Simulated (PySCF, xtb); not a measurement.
C3H10OSi2, SMILES C1[SiH2]C[Si@@H](C)O1.

GFN2-xTB (xtb) at its own geometry gives an orbital gap of 5.29 eV and a dipole moment of 1.20 D.

Geometry optimised at PBE-D3(BJ)/def2-SVP. The structure was generated by enumeration; whether it is a known compound was not checked. The values are those of a single conformer.

Problem. What does PBE/def2-TZVP in PySCF give? (Estimate from the structure and the level; the computed values follow.)

Solution. gap 5.74 eV (levels -6.07 and -0.33 eV), dipole 1.02 D.
